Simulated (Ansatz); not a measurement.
Job for Ansatz (an electronic-structure program): R-CCSD(T)/cc-pVDZ on CH4GeO (SMILES [CH3][Ge][OH]), a point of a torsion scan. The run froze 16 orbitals, filled d shells among them.

Ansatz 0.2 input:
```yaml
crystal:
  periodic: [false, false, false]
  atoms:
    - {symbol: C, position_ang: [-0.94595539, -0.07075084, 0.00391521]}
    - {symbol: Ge, position_ang: [0.54113391, 1.33931324, -0.28490622]}
    - {symbol: O, position_ang: [1.85897562, 0.51176185, 0.47491429]}
    - {symbol: H, position_ang: [-0.66543158, -1.01862074, -0.45663119]}
    - {symbol: H, position_ang: [-1.90194411, 0.23635874, -0.41887488]}
    - {symbol: H, position_ang: [-1.09504418, -0.25484144, 1.06845752]}
    - {symbol: H, position_ang: [2.57432932, 0.06999817, 0.91429061]}
basis:
  gaussian:
    orbitals: cc-pVDZ
magnetization: {spin_polarized: false}
correlation: {method: ccsd_t, electrons: outside_noble_gas}
scf: {lower_state_search: off}
```

Program output:

```
WARN ansatz: RAYON_NUM_THREADS=1 ignored (pool sized by the plan → 1); use --threads N
Functional definition: HF
these checks for a lower state are left out or cut short: stability, starts, cluster_reference, orbital_swaps, neighbouring_geometries, increment
integrals: 0.06 GiB planned
761 factors; integrals over basis functions are off by at most 1.1e-3 eV
mean field: 0.15 GiB planned
mean field evaluation 1: about -59600.0095 eV, gradient 3.9e1 eV
mean field evaluation 2: about -59600.0162 eV, gradient 3.9e1 eV
mean field evaluation 4: about -59603.3525 eV, gradient 3.2e0 eV
mean field evaluation 8: about -59603.3980 eV, gradient 5.2e-4 eV
mean field -59603.39804606 eV, -2190.3844775585 hartree, gradient 1.0e-6 eV, S^2 0.000000; 0 other end points of the search recorded, 0 dependent functions left out
16 core orbitals not correlated
reference -59603.39804606 eV, -2190.3844775585 hartree; 9, 9 occupied and 50, 50 virtual orbitals, 761 factors
second order -11.23448332 eV of doubles, -0.00000000 eV of singles
coupled cluster: 0.14 GiB planned
cycle   1  -11.70696152 eV  change   -4.7e-1 eV  update   9.3e-2
cycle   2  -12.03128537 eV  change   -3.2e-1 eV  update   3.1e-2
cycle   3  -12.13860467 eV  change   -1.1e-1 eV  update   2.0e-2
cycle   4  -12.13408972 eV  change    4.5e-3 eV  update   5.3e-3
cycle   5  -12.13238516 eV  change    1.7e-3 eV  update   2.3e-3
cycle   6  -12.13252755 eV  change   -1.4e-4 eV  update   8.1e-4
cycle   7  -12.13224250 eV  change    2.9e-4 eV  update   2.9e-4
cycle   8  -12.13223883 eV  change    3.7e-6 eV  update   1.0e-4
cycle   9  -12.13228159 eV  change   -4.3e-5 eV  update   3.5e-5
cycle  10  -12.13227802 eV  change    3.6e-6 eV  update   1.2e-5
perturbative correction -0.31705710 eV, -0.0116516336 hartree
Total energy: -59615.84738119 eV, -2190.8419821860 hartree
Checks for a lower state left out: stability, starts, cluster_reference, orbital_swaps, neighbouring_geometries, increment
```

The run converged.

Cost: roughly 2.4 core-seconds.
